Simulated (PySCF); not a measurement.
# Worked example: oscillator strength and radiative lifetime

CCl2F, SMILES F[C](Cl)Cl (connectivity only; charge and spin as stated), charge +1, multiplicity 1.

Geometry: B3LYP-D3(BJ)/def2-SVP. The spin state was assumed, not searched. The isomer is the one that the SMILES or the coordinates give; other isomers of the formula were not compared.

PySCF 2.14.0 with TDA-CAM-B3LYP/def2-SVPD puts the first singlet state with f over 0.02 at 6.23 eV (vertical), with the transition dipole (0.000, -1.300, 0.000) in atomic units.

Q: Find the oscillator strength, the wavelength and the radiative lifetime that this transition would have in vacuum if emission retraced absorption.

A: 
|μ|² = 1.6900 au, so |μ| = 3.30 D. ΔE = 6.23/27.211 = 0.2289 hartree. f = (2/3) ΔE |μ|² = 0.258 (the program prints 0.258).
λ = 1239.84/6.23 = 199 nm; ν = 50248 cm⁻¹.
Einstein's coefficient A = 0.6670 ν² f s⁻¹ (ν in cm⁻¹) = 4.3e8 s⁻¹, so τ = 1/A = 2.3 ns. This state is S3; the lower singlets have f = 0.000, 0.000. The figure is the radiative limit of this one transition; relaxation, internal conversion, crossing to triplets and a medium change what is measured.
